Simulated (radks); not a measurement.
Problem. All-electron atom: Sn III in [Kr] 4d10 5s2. All-electron calculation, Dirac Kohn-Sham, PBE, spin-unpolarised, spherical densities, point nucleus. Program: a radial shooting solver on a logarithmic mesh with Libxc functionals. Some entries of the table are withheld. Estimate them.

orbital,occ.,eigenvalue (eV),<r^2> (bohr^2),<1/r> (bohr^-1)
1s1/2,2,-29012.83,0.001143,53.09
2s1/2,2,(1),0.01851,12.31
2p1/2,2,-4104.889,0.01376,12.29
2p3/2,4,-3874.246,0.01507,11.45
3s1/2,2,-861.9950,0.1316,4.352
3p1/2,2,-744.8026,0.1265,(2)
3p3/2,4,-702.6854,0.1350,(3)
3d3/2,4,(4),(5),3.898
3d5/2,6,(6),(7),3.845
4s1/2,2,-151.2876,0.7584,1.706
4p1/2,2,-112.3356,0.8562,1.589
4p3/2,4,-104.7660,0.9159,1.522
4d3/2,4,-43.8251,1.390,1.233
4d5/2,6,-42.7761,1.427,1.215
5s1/2,2,-26.0859,5.536,0.5826

Solution. 
(1) 2s1/2 eigenvalue (eV): -4393.456
(2) 3p1/2 <1/r> (bohr^-1): 4.260
(3) 3p3/2 <1/r> (bohr^-1): 4.053
(4) 3d3/2 eigenvalue (eV): -495.6386
(5) 3d3/2 <r^2> (bohr^2): 0.1160
(6) 3d5/2 eigenvalue (eV): -486.9454
(7) 3d5/2 <r^2> (bohr^2): 0.1185
